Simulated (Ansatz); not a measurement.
Start from `CB[SiH2]BC` and change one atom or group to get `CB[SiH2]CC`.

Ansatz, PBE0-D4/def2-TZVP geometries, multiplicity 1. Each molecule was computed in one conformer, which needn't be the lowest.

```
                                          property  `CB[SiH2]BC`
  size of the dipole moment (B3LYP/def2-TZVPP) / D          0.70
              HOMO–LUMO gap (PBE0/def2-TZVPP) / eV          5.02
               HOMO energy (B3LYP/def2-TZVPP) / eV         -7.09
             HOMO energy (ωB97M-V/def2-TZVPP) / eV         -9.37
size of the dipole moment (ωB97M-V/def2-TZVPP) / D          0.72
             LUMO energy (ωB97M-V/def2-TZVPP) / eV         -0.34
```

Q: Give the same properties after the change, and the shifts. (Estimate.)

A: Ansatz gave: 
```json
{"property": "size of the dipole moment (B3LYP/def2-TZVPP) / D", "`CB[SiH2]CC`": "1.28", "shift": "0.58"}
{"property": "HOMO–LUMO gap (PBE0/def2-TZVPP) / eV", "`CB[SiH2]CC`": "5.85", "shift": "0.83"}
{"property": "HOMO energy (B3LYP/def2-TZVPP) / eV", "`CB[SiH2]CC`": "-7.37", "shift": "-0.28"}
{"property": "HOMO energy (ωB97M-V/def2-TZVPP) / eV", "`CB[SiH2]CC`": "-9.71", "shift": "-0.34"}
{"property": "size of the dipole moment (ωB97M-V/def2-TZVPP) / D", "`CB[SiH2]CC`": "1.30", "shift": "0.58"}
{"property": "LUMO energy (ωB97M-V/def2-TZVPP) / eV", "`CB[SiH2]CC`": "0.26", "shift": "0.60"}
```

With PBE0 the HOMO falls by 0.27 eV and the LUMO rises by 0.56 eV, so the gap widens by about 0.83 eV. PBE moves the HOMO by -0.17 eV and ωB97M-V by -0.34 eV. Dipoles are sizes alone; their direction can turn.

B3LYP here is the variant with VWN-RPA as its local correlation; programs differ in this.
